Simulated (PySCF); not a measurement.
## Ionisation energy of Tl⁺ by level of theory

Tl⁺ [Xe] 4f14 5d10 6s2 (1S) → Tl²⁺ [Xe] 4f14 5d10 6s1 (2S), as a difference of total energies. Computed with PySCF 2.14 in def2-QZVPPD with the def2 core potential (60 electrons) (8s6p5d4f1g, 88 functions), with a scalar-relativistic core potential. Correlated levels: valence: 5s2 5p6 5d10 frozen. The calculations carry no spin-orbit coupling.

```
           method  ionisation energy (eV)
              UHF                  18.363
    MP2 (valence)                  18.938
SCS-MP2 (valence)                  19.054
   CCSD (valence)                  19.124
```

How much does correlation contribute at MP2 (valence)?

18.938 − (18.363) = 0.575 eV, measured against UHF.

Errors of the correlated levels include the incompleteness of this basis and the frozen core.

With two correlated electrons CCSD is exact in that space.

For comparison: 20.428 eV (measured; NIST Atomic Spectra Database, ionization energies).
